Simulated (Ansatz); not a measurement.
Ansatz (a first-principles code) input for C₃H₈OSi₂, SMILES C1=CC[Si@H]([SiH2]1)O, PBE-D3(BJ)/def2-SVP. 

Ansatz 0.2 input:
```yaml
crystal:
  periodic: [false, false, false]
  atoms:
    - {symbol: O, position_ang: [-2.29465825, -0.43288149, 0.36944895]}
    - {symbol: Si, position_ang: [-0.92992026, -0.32227892, -0.60244686]}
    - {symbol: C, position_ang: [0.42429925, -1.58665614, -0.13050391]}
    - {symbol: C, position_ang: [1.55692815, -0.90930567, 0.61165855]}
    - {symbol: C, position_ang: [1.72273726, 0.42754716, 0.69434368]}
    - {symbol: Si, position_ang: [0.44530378, 1.52811444, -0.14628850]}
    - {symbol: H, position_ang: [-2.23451131, -0.03057888, 1.24341445]}
    - {symbol: H, position_ang: [-1.41954518, -0.54351510, -1.98793921]}
    - {symbol: H, position_ang: [-0.00317009, -2.40942418, 0.47065387]}
    - {symbol: H, position_ang: [0.81651747, -2.07058485, -1.04552486]}
    - {symbol: H, position_ang: [2.28878721, -1.57312251, 1.09381377]}
    - {symbol: H, position_ang: [2.58993091, 0.81346261, 1.24247082]}
    - {symbol: H, position_ang: [-0.12079417, 2.55221946, 0.78622923]}
    - {symbol: H, position_ang: [1.00089366, 2.25338604, -1.32940452]}
basis:
  gaussian:
    orbitals: def2-SVP
hamiltonian:
  xc: pbe
  dispersion: d3bj
relax: {f_tol: 0.002, max_steps: 200}
```

Program output:

```
WARN ansatz: RAYON_NUM_THREADS=2 ignored (pool sized by the plan → 2); use --threads N
Functional definition: PBE
integrals: 0.08 GiB planned
1473 factors; their error is unknown
mean field: 0.45 GiB planned
mean field evaluation 1: about -21006.6080 eV, gradient 7.8e1 eV
mean field evaluation 2: about -20964.3585 eV, gradient 1.5e2 eV
mean field evaluation 4: about -21020.0625 eV, gradient 1.6e1 eV
mean field evaluation 8: about -21020.6535 eV, gradient 1.4e-1 eV
mean field evaluation 16: about -21020.5464 eV, gradient 2.8e-3 eV
mean field -21020.54644807 eV, -772.4908337285 hartree, gradient 4.8e-5 eV, S^2 0.000000; 0 other end points of the search recorded, 0 dependent functions left out
the calculation of the forces begins
reference -21020.54648761 eV, -772.4908351817 hartree; 31, 31 occupied and 101, 101 virtual orbitals, 1473 factors
relax step   1: F+E_penalty+E_count = -21020.92942235 eV  Δ(F+E_penalty+E_count) = +0.000e0 eV  max|allowed force component| = 3.628e-1 eV/Å  Δτ_max = 0.0000 Å  (29 SCF iters, accepted)
these checks for a lower state are left out or cut short: starts, cluster_reference, orbital_swaps, neighbouring_geometries, increment
integrals: 0.08 GiB planned
1473 factors; their error is unknown
mean field: 0.45 GiB planned
mean field -21020.56208587 eV, -772.4914084072 hartree, gradient 8.0e-6 eV, S^2 0.000000; 0 other end points of the search recorded, 0 dependent functions left out
the calculation of the forces begins
reference -21020.56212560 eV, -772.4914098670 hartree; 31, 31 occupied and 101, 101 virtual orbitals, 1473 factors
relax step   2: F+E_penalty+E_count = -21020.94367997 eV  Δ(F+E_penalty+E_count) = -1.426e-2 eV  max|allowed force component| = 2.147e-1 eV/Å  Δτ_max = 0.0166 Å  (33 SCF iters, accepted)
these checks for a lower state are left out or cut short: starts, cluster_reference, orbital_swaps, neighbouring_geometries, increment
integrals: 0.08 GiB planned
1473 factors; their error is unknown
mean field: 0.45 GiB planned
mean field evaluation 32: about -21020.5644 eV, gradient 1.9e-3 eV
mean field -21020.56438736 eV, -772.4914929852 hartree, gradient 8.1e-6 eV, S^2 0.000000; 0 other end points of the search recorded, 0 dependent functions left out
the calculation of the forces begins
reference -21020.56442713 eV, -772.4914944466 hartree; 31, 31 occupied and 101, 101 virtual orbitals, 1473 factors
relax step   3: F+E_penalty+E_count = -21020.94565050 eV  Δ(F+E_penalty+E_count) = -1.971e-3 eV  max|allowed force component| = 1.059e-1 eV/Å  Δτ_max = 0.0147 Å  (33 SCF iters, accepted)
these checks for a lower state are left out or cut short: starts, cluster_reference, orbital_swaps, neighbouring_geometries, increment
integrals: 0.08 GiB planned
1473 factors; their error is unknown
mean field: 0.45 GiB planned
mean field -21020.56455919 eV, -772.4914992999 hartree, gradient 8.1e-6 eV, S^2 0.000000; 0 other end points of the search recorded, 0 dependent functions left out
the calculation of the forces begins
reference -21020.56459894 eV, -772.4915007606 hartree; 31, 31 occupied and 101, 101 virtual orbitals, 1473 factors
relax step   4: F+E_penalty+E_count = -21020.94604619 eV  Δ(F+E_penalty+E_count) = -3.957e-4 eV  max|allowed force component| = 1.086e-1 eV/Å  Δτ_max = 0.0097 Å  (33 SCF iters, accepted)
these checks for a lower state are left out or cut short: starts, cluster_reference, orbital_swaps, neighbouring_geometries, increment
integrals: 0.08 GiB planned
1473 factors; their error is unknown
mean field: 0.45 GiB planned
mean field -21020.56505027 eV, -772.4915173467 hartree, gradient 8.1e-6 eV, S^2 0.000000; 0 other end points of the search recorded, 0 dependent functions left out
the calculation of the forces begins
reference -21020.56509003 eV, -772.4915188077 hartree; 31, 31 occupied and 101, 101 virtual orbitals, 1473 factors
relax step   5: F+E_penalty+E_count = -21020.94646986 eV  Δ(F+E_penalty+E_count) = -4.237e-4 eV  max|allowed force component| = 3.792e-2 eV/Å  Δτ_max = 0.0108 Å  (33 SCF iters, accepted)
these checks for a lower state are left out or cut short: starts, cluster_reference, orbital_swaps, neighbouring_geometries, increment
integrals: 0.08 GiB planned
1473 factors; their error is unknown
mean field: 0.45 GiB planned
mean field -21020.56518021 eV, -772.4915221220 hartree, gradient 2.6e-5 eV, S^2 0.000000; 0 other end points of the search recorded, 0 dependent functions left out
the calculation of the forces begins
reference -21020.56521997 eV, -772.4915235830 hartree; 31, 31 occupied and 101, 101 virtual orbitals, 1473 factors
relax step   6: F+E_penalty+E_count = -21020.94664836 eV  Δ(F+E_penalty+E_count) = -1.785e-4 eV  max|allowed force component| = 1.350e-2 eV/Å  Δτ_max = 0.0038 Å  (23 SCF iters, accepted)
these checks for a lower state are left out or cut short: starts, cluster_reference, orbital_swaps, neighbouring_geometries, increment
integrals: 0.08 GiB planned
1473 factors; their error is unknown
mean field: 0.45 GiB planned
mean field -21020.56513593 eV, -772.4915204948 hartree, gradient 1.5e-5 eV, S^2 0.000000; 0 other end points of the search recorded, 0 dependent functions left out
the calculation of the forces begins
reference -21020.56517568 eV, -772.4915219555 hartree; 31, 31 occupied and 101, 101 virtual orbitals, 1473 factors
relax step   7: F+E_penalty+E_count = -21020.94668529 eV  Δ(F+E_penalty+E_count) = -3.693e-5 eV  max|allowed force component| = 9.126e-3 eV/Å  Δτ_max = 0.0049 Å  (24 SCF iters, accepted)
these checks for a lower state are left out or cut short: starts, cluster_reference, orbital_swaps, neighbouring_geometries, increment
integrals: 0.08 GiB planned
1473 factors; their error is unknown
mean field: 0.45 GiB planned
mean field evaluation 64: about -21020.5651 eV, gradient 9.4e-4 eV
mean field -21020.56512636 eV, -772.4915201428 hartree, gradient 2.6e-5 eV, S^2 0.000000; 0 other end points of the search recorded, 0 dependent functions left out
the calculation of the forces begins
reference -21020.56516611 eV, -772.4915216037 hartree; 31, 31 occupied and 101, 101 virtual orbitals, 1473 factors
relax step   8: F+E_penalty+E_count = -21020.94671188 eV  Δ(F+E_penalty+E_count) = -2.659e-5 eV  max|allowed force component| = 2.988e-3 eV/Å  Δτ_max = 0.0069 Å  (23 SCF iters, accepted)
these checks for a lower state are left out or cut short: starts, cluster_reference, orbital_swaps, neighbouring_geometries, increment
integrals: 0.08 GiB planned
1473 factors; their error is unknown
mean field: 0.45 GiB planned
mean field -21020.56509059 eV, -772.4915188284 hartree, gradient 8.1e-6 eV, S^2 0.000000; 0 other end points of the search recorded, 0 dependent functions left out
the calculation of the forces begins
reference -21020.56513035 eV, -772.4915202895 hartree; 31, 31 occupied and 101, 101 virtual orbitals, 1473 factors
relax step   9: F+E_penalty+E_count = -21020.94674187 eV  Δ(F+E_penalty+E_count) = -2.998e-5 eV  max|allowed force component| = 1.005e-2 eV/Å  Δτ_max = 0.0086 Å  (33 SCF iters, accepted)
these checks for a lower state are left out or cut short: starts, cluster_reference, orbital_swaps, neighbouring_geometries, increment
integrals: 0.08 GiB planned
1473 factors; their error is unknown
mean field: 0.45 GiB planned
mean field -21020.56497651 eV, -772.4915146359 hartree, gradient 8.1e-6 eV, S^2 0.000000; 0 other end points of the search recorded, 0 dependent functions left out
the calculation of the forces begins
reference -21020.56501626 eV, -772.4915160969 hartree; 31, 31 occupied and 101, 101 virtual orbitals, 1473 factors
relax step  10: F+E_penalty+E_count = -21020.94677221 eV  Δ(F+E_penalty+E_count) = -3.035e-5 eV  max|allowed force component| = 1.730e-2 eV/Å  Δτ_max = 0.0134 Å  (31 SCF iters, accepted)
these checks for a lower state are left out or cut short: starts, cluster_reference, orbital_swaps, neighbouring_geometries, increment
integrals: 0.08 GiB planned
1473 factors; their error is unknown
mean field: 0.45 GiB planned
mean field -21020.56491454 eV, -772.4915123588 hartree, gradient 8.1e-6 eV, S^2 0.000000; 0 other end points of the search recorded, 0 dependent functions left out
the calculation of the forces begins
reference -21020.56495430 eV, -772.4915138197 hartree; 31, 31 occupied and 101, 101 virtual orbitals, 1473 factors
relax step  11: F+E_penalty+E_count = -21020.94678659 eV  Δ(F+E_penalty+E_count) = -1.438e-5 eV  max|allowed force component| = 1.206e-2 eV/Å  Δτ_max = 0.0092 Å  (33 SCF iters, accepted)
these checks for a lower state are left out or cut short: starts, cluster_reference, orbital_swaps, neighbouring_geometries, increment
integrals: 0.08 GiB planned
1473 factors; their error is unknown
mean field: 0.45 GiB planned
mean field -21020.56490014 eV, -772.4915118295 hartree, gradient 9.7e-6 eV, S^2 0.000000; 0 other end points of the search recorded, 0 dependent functions left out
the calculation of the forces begins
reference -21020.56493989 eV, -772.4915132904 hartree; 31, 31 occupied and 101, 101 virtual orbitals, 1473 factors
relax step  12: F+E_penalty+E_count = -21020.94679399 eV  Δ(F+E_penalty+E_count) = -7.398e-6 eV  max|allowed force component| = 4.546e-3 eV/Å  Δτ_max = 0.0019 Å  (23 SCF iters, accepted)
these checks for a lower state are left out or cut short: starts, cluster_reference, orbital_swaps, neighbouring_geometries, increment
integrals: 0.08 GiB planned
1473 factors; their error is unknown
mean field: 0.45 GiB planned
mean field evaluation 96: about -21020.5649 eV, gradient 3.4e-5 eV
mean field -21020.56491308 eV, -772.4915123051 hartree, gradient 8.9e-6 eV, S^2 0.000000; 0 other end points of the search recorded, 0 dependent functions left out
the calculation of the forces begins
reference -21020.56495283 eV, -772.4915137659 hartree; 31, 31 occupied and 101, 101 virtual orbitals, 1473 factors
relax step  13: F+E_penalty+E_count = -21020.94679655 eV  Δ(F+E_penalty+E_count) = -2.566e-6 eV  max|allowed force component| = 3.859e-3 eV/Å  Δτ_max = 0.0019 Å  (22 SCF iters, accepted)
these checks for a lower state are left out or cut short: starts, cluster_reference, orbital_swaps, neighbouring_geometries, increment
integrals: 0.08 GiB planned
1473 factors; their error is unknown
mean field: 0.45 GiB planned
mean field -21020.56491604 eV, -772.4915124139 hartree, gradient 6.9e-5 eV, S^2 0.000000; 0 other end points of the search recorded, 0 dependent functions left out
the calculation of the forces begins
reference -21020.56495579 eV, -772.4915138748 hartree; 31, 31 occupied and 101, 101 virtual orbitals, 1473 factors
relax step  14: F+E_penalty+E_count = -21020.94679765 eV  Δ(F+E_penalty+E_count) = -1.093e-6 eV  max|allowed force component| = 2.008e-3 eV/Å  Δτ_max = 0.0005 Å  (19 SCF iters, accepted)
these checks for a lower state are left out or cut short: starts, cluster_reference, orbital_swaps, neighbouring_geometries, increment
integrals: 0.08 GiB planned
1473 factors; their error is unknown
mean field: 0.45 GiB planned
mean field -21020.56491454 eV, -772.4915123589 hartree, gradient 6.9e-5 eV, S^2 0.000000; 0 other end points of the search recorded, 0 dependent functions left out
the calculation of the forces begins
reference -21020.56495430 eV, -772.4915138197 hartree; 31, 31 occupied and 101, 101 virtual orbitals, 1473 factors
relax step  15: F+E_penalty+E_count = -21020.94679812 eV  Δ(F+E_penalty+E_count) = -4.754e-7 eV  max|allowed force component| = 9.545e-4 eV/Å  Δτ_max = 0.0005 Å  (19 SCF iters, accepted)
integrals: 0.08 GiB planned
1473 factors; their error is unknown
mean field: 0.45 GiB planned
mean field evaluation 128: about -21020.5649 eV, gradient 4.5e-5 eV
mean field -21020.56491454 eV, -772.4915123589 hartree, gradient 6.9e-5 eV, S^2 0.000000; 1 other end points of the search recorded, 0 dependent functions left out
the calculation of the forces begins
reference -21020.56495430 eV, -772.4915138197 hartree; 31, 31 occupied and 101, 101 virtual orbitals, 1473 factors
Total energy: -21020.94683787 eV, -772.5055477823 hartree
Atom 0 at    -2.303685    -0.436177     0.395835 Å, force     0.000729     0.000289    -0.000619 eV/Å
Atom 1 at    -0.937822    -0.322915    -0.597179 Å, force    -0.000954    -0.000019     0.000424 eV/Å
Atom 2 at     0.432547    -1.588027    -0.145503 Å, force     0.000118    -0.000421     0.000217 eV/Å
Atom 3 at     1.547532    -0.915171     0.624125 Å, force    -0.000207    -0.000179     0.000061 eV/Å
Atom 4 at     1.713136     0.430491     0.712918 Å, force     0.000286     0.000136    -0.000041 eV/Å
Atom 5 at     0.447702     1.529664    -0.157396 Å, force     0.000085     0.000116     0.000218 eV/Å
Atom 6 at    -2.195151    -0.028501     1.272368 Å, force     0.000051    -0.000189    -0.000092 eV/Å
Atom 7 at    -1.455513    -0.550823    -1.986037 Å, force     0.000014    -0.000105     0.000067 eV/Å
Atom 8 at     0.008408    -2.444024     0.424824 Å, force     0.000226     0.000186    -0.000192 eV/Å
Atom 9 at     0.836251    -2.037694    -1.082535 Å, force    -0.000184     0.000238     0.000141 eV/Å
Atom 10 at     2.274140    -1.583458     1.127131 Å, force    -0.000008     0.000113    -0.000042 eV/Å
Atom 11 at     2.573368     0.821604     1.283584 Å, force    -0.000128    -0.000087    -0.000078 eV/Å
Atom 12 at    -0.118904     2.586540     0.759261 Å, force     0.000040    -0.000019    -0.000073 eV/Å
Atom 13 at     1.020790     2.234876    -1.361470 Å, force    -0.000067    -0.000059     0.000009 eV/Å
Dipole moment:     0.189321    -0.100079     0.212239 e Å
```

The calculation finished and met its thresholds.
